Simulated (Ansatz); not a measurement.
Computed with Ansatz on PBE0-D4/def2-TZVP structures; ΔE is electronic, products minus reactants. CCSD(T)/CBS is the MP2 limit (def2-TZVPP, def2-QZVPP) plus CCSD(T) − MP2 in def2-TZVPP, frozen cores. This one scheme is used for every species. Functionals use def2-TZVPP. HSE06 is defined as in plane-wave codes. For Br outer-core shells are correlated without core-valence functions, which leaves a few kJ/mol of doubt a bond. Scalar relativity is left out up to krypton. Each species was taken in one conformer, which may not be the lowest.

`COB(F)Br` + H₂ → `COBF` + HBr  (hydrogenolysis of a B–Br bond)

Is it downhill or uphill in electronic energy at CCSD(T)/CBS, and by how much? (Estimate.)

Ansatz gave: Uphill: ΔE = +0.53 eV.

What do these levels give: LDA (SPW92), PBE-D4, revPBE-D4, PBE0-D4, HSE06-D4, CAM-B3LYP-D4, PBE, BLYP, BHLYP, CAM-B3LYP, LC-ωPBE, CCSD(T)/def2-TZVPP? (An estimate is asked.)

Ansatz gave: LDA (SPW92) 0.57, PBE-D4 0.56, revPBE-D4 0.61, PBE0-D4 0.53, HSE06-D4 0.53, CAM-B3LYP-D4 0.45, PBE 0.50, BLYP 0.40, BHLYP 0.38, CAM-B3LYP 0.39, LC-ωPBE 0.45, CCSD(T)/def2-TZVPP 0.50 eV.

Largest T1 diagnostic among the species: 0.013.

The D4 term adds +0.10 eV with B3LYP and +0.05 eV with PBE0; it sums over pairs of atoms, weighted by their polarisabilities, and B3LYP, whose exchange is more repulsive, gets the larger term. Leaving LDA and LC-ωPBE aside and taking each functional with its dispersion term where it has one, the values spread over 0.16 eV, from CAM-B3LYP-D4 to revPBE-D4. LDA lies +0.07 eV from PBE without D4. In def2-TZVPP, CCSD(T) changes the Hartree–Fock value by +0.20 eV (the triples alone add +0.05 eV) and MP2 by +0.30 eV.

B3LYP here is the variant with VWN-RPA as its local correlation; programs differ in this.
